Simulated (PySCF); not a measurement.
**Basis-set dependence of ZnO⁺ at MP2**

PySCF, ROHF reference; doublet, unpaired electrons π ↑; De to Zn⁺ + O without counterpoise correction. Frozen cores follow the default of each basis and core potential.

```json
{"basis": "def2-SVPD", "relativity": "no relativity", "functions": "57", "Re (Å)": "1.813", "ωe (cm⁻¹)": "640", "De (eV)": "1.60", "frozen orbitals": "6"}
{"basis": "jorge-DZP-DKH", "relativity": "spin-free X2C", "functions": "58", "Re (Å)": "1.794", "ωe (cm⁻¹)": "669", "De (eV)": "1.25", "frozen orbitals": "6"}
{"basis": "def2-TZVPPD", "relativity": "no relativity", "functions": "107", "Re (Å)": "1.784", "ωe (cm⁻¹)": "666", "De (eV)": "1.49", "frozen orbitals": "6"}
```

**Question.** How does each smaller set differ from the one with most functions, def2-TZVPPD?

**Answer.** def2-SVPD: +2.9 pm, -3.9 % in ωe, +0.11 eV in De; jorge-DZP-DKH: +1.0 pm, +0.5 % in ωe, -0.24 eV in De. All at MP2; the set with most functions is neither the basis-set limit nor always the best. The rows treat relativity differently, so the differences are not basis effects alone.

Correlated steps freeze 6 core orbitals. Correlated levels converge slowly with the basis: in double zeta they bind strong bonds too weakly, by up to about 1 eV, and carry superposition errors of some tenths. For an ion De counts to the pair picked by the measured ionisation energies or electron affinities, which need not be the lowest pair at this level. The state is the lowest determinant that a PBE0 search found; another state may lie lower at other levels.
